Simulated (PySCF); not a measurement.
Input for PySCF: R-MP2/6-31G* on N2 (SMILES N#N) with ghost functions, monomers drawn apart or pushed together.

```python
from pyscf import gto, scf, dft, mp
from pyscf.data.elements import chemcore

mol = gto.M(
    atom='''
    N     0.06391486    0.32300396   -1.09638648
    N     0.03054041    0.11817665   -0.02597587
    ghost-C   -0.10736661   -0.73477913    4.38163561
    ghost-N   -0.14258385   -0.95315300    5.50644430
    ghost-H   -0.07449261   -0.53027804    3.33364646
    ''',
    basis='6-31g*',
    cart=True,
    charge=0, spin=0, verbose=3, max_memory=1800)
mf = scf.RHF(mol)
mf.conv_tol = 1e-8
mf.max_cycle = 100
mf.kernel()
if not mf.converged:
    mf = mf.newton().run(mf.mo_coeff, mf.mo_occ)
pt = mp.MP2(mf, frozen=chemcore(mol)).run()
```

Program output:

```
converged SCF energy = -108.943589824975
E(RMP2) = -109.251484826155  E_corr = -0.307895001180199
E(SCS-RMP2) = -109.242042120034  E_corr = -0.298452295058781
```

The run converged.

Cost: about 0.19 core-seconds (a rough figure).
